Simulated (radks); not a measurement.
Values are calculated unless marked as measured or tabulated.
Ta72+, 1 electrons, occupied as 1s1.

Code: a radial shooting solver on a logarithmic mesh with Libxc functionals. Model: scalar-relativistic Kohn-Sham, BLYP, spin-polarised, spherical densities, finite nucleus; open shells are filled with parallel spins first (spin-orbit coupling, left out, can overturn this in heavy ions); Fermi nuclear charge, rms radius 5.3507 fm.

Energy parts (eV):
| part | energy |
|---|---|
| total | -78516.75 |
| kinetic | 92687.03 |
| electron-nucleus | -171200.98 |
| Hartree | 700.00 |
| exchange-correlation | -702.80 |

Orbitals (lengths in bohr, moments of r in powers of bohr; <r^-3> diverges for s and p1/2; r(max) is where P^2 peaks):
orbital  occ.  eigenvalue (eV)   r(max)      <r>  <r^-3>
1s up       1        -78002.59  0.01159  0.01846       -

The highest occupied level is 1s up at -78003 eV. Summed over all electrons, <r^2> = 0.0004672 bohr^2, which gives a Langevin (diamagnetic) susceptibility term of -0.00037 x 10^-6 cm^3/mol.
